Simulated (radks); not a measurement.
The numbers below are computed, except where a source is named.
The cadmium ion Cd+, configuration [Kr] 4d9.75 5s1 6s0.25 (fractional occupations, a model configuration). Code: a radial shooting solver on a logarithmic mesh with Libxc functionals. Model: Dirac Kohn-Sham, PBE, spin-unpolarised, spherical densities, point nucleus; open shells fill j = l - 1/2 first.

Normalised radial functions P(r) = r R(r) (large component), r in bohr:

r,4d3/2,4d5/2,5s1/2
0.001681,0.0000,0.0000,0.0241
0.001972,0.0000,0.0000,0.0276
0.002296,0.0000,0.0000,0.0313
0.002694,0.0000,0.0000,0.0357
0.003162,0.0001,0.0000,0.0404
0.003681,0.0001,0.0001,0.0453
0.00432,0.0001,0.0001,0.0509
0.005069,0.0002,0.0001,0.0568
0.005901,0.0003,0.0002,0.0626
0.006925,0.0004,0.0003,0.0687
0.008127,0.0007,0.0005,0.0745
0.009461,0.0010,0.0008,0.0795
0.0111,0.0015,0.0013,0.0837
0.01303,0.0023,0.0020,0.0862
0.01517,0.0035,0.0030,0.0863
0.0178,0.0053,0.0047,0.0833
0.02089,0.0080,0.0072,0.0761
0.02432,0.0118,0.0107,0.0646
0.02854,0.0176,0.0161,0.0470
0.03349,0.0261,0.0241,0.0233
0.03899,0.0375,0.0350,-0.0045
0.04575,0.0542,0.0510,-0.0381
0.05369,0.0772,0.0731,-0.0734
0.0625,0.1063,0.1013,-0.1049
0.07335,0.1458,0.1397,-0.1306
0.08607,0.1951,0.1879,-0.1420
0.1002,0.2506,0.2425,-0.1340
0.1176,0.3157,0.3070,-0.1014
0.138,0.3824,0.3736,-0.0438
0.1606,0.4393,0.4311,0.0286
0.1885,0.4809,0.4744,0.1108
0.2212,0.4895,0.4857,0.1796
0.2575,0.4537,0.4536,0.2125
0.3022,0.3589,0.3634,0.1953
0.3547,0.2019,0.2113,0.1184
0.4129,0.0015,0.0153,-0.0003
0.4845,-0.2444,-0.2273,-0.1454
0.5686,-0.4966,-0.4780,-0.2700
0.6619,-0.7098,-0.6920,-0.3307
0.7768,-0.8740,-0.8593,-0.3054
0.9116,-0.9542,-0.9443,-0.1836
1.061,-0.9491,-0.9445,0.0008
1.245,-0.8716,-0.8725,0.2276
1.461,-0.7444,-0.7498,0.4422
1.701,-0.6017,-0.6100,0.5990
1.997,-0.4503,-0.4600,0.6910
2.343,-0.3138,-0.3233,0.7001
2.728,-0.2070,-0.2152,0.6398
3.201,-0.1223,-0.1286,0.5251
3.756,-0.0652,-0.0694,0.3871
4.373,-0.0321,-0.0346,0.2604
5.132,-0.0132,-0.0145,0.1509
6.022,-0.0046,-0.0052,0.0762
7.011,-0.0014,-0.0016,0.0343
8.227,-0.0003,-0.0004,0.0122
9.655,-0.0001,-0.0001,0.0035
11.24,0.0000,0.0000,0.0008
13.19,0.0000,0.0000,0.0001
15.48,0.0000,0.0000,0.0000
18.02,0.0000,0.0000,0.0000
21.15,0.0000,0.0000,0.0000

4d3/2: eigenvalue -23.204 eV, 1 radial node at r = 0.413 bohr, <r> = 1.25 bohr, 90 % of the charge inside 1.97 bohr. 4d5/2: eigenvalue -22.486 eV, 1 radial node at r = 0.417 bohr, <r> = 1.26 bohr, 90 % of the charge inside 2.00 bohr. 5s1/2: eigenvalue -14.378 eV, 4 radial nodes at r = 0.0381, 0.152, 0.413, 1.06 bohr, <r> = 2.59 bohr, 90 % of the charge inside 3.83 bohr.
